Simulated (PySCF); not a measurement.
# From computed data to an observable: oscillator strength and radiative lifetime

CH3Cl2NSi2, SMILES N1=C[Si](Cl)([SiH2]1)Cl.

Geometry optimised at r2SCAN-D4/def2-SVP. This is a generated structure with no PubChem entry under its InChIKey; it may be hypothetical.

TDA-PBE/def2-SVPD in PySCF puts the first singlet state with f over 0.02 at 5.16 eV (vertical), with the transition dipole (-0.365, 0.275, 0.000) in atomic units.

Q: Find the oscillator strength, the wavelength and the radiative lifetime that this transition would have in vacuum if emission retraced absorption.

A: 
|μ|² = 0.2088 au, so |μ| = 1.16 D. ΔE = 5.16/27.211 = 0.1896 hartree. f = (2/3) ΔE |μ|² = 0.026 (the program prints 0.026).
λ = 1239.84/5.16 = 240 nm; ν = 41618 cm⁻¹.
Einstein's coefficient A = 0.6670 ν² f s⁻¹ (ν in cm⁻¹) = 3.1e7 s⁻¹, so τ = 1/A = 33 ns. This state is S6; the lower singlets have f = 0.002, 0.000, 0.005, 0.005, 0.020. The figure is the radiative limit of this one transition; relaxation, internal conversion, crossing to triplets and a medium change what is measured.
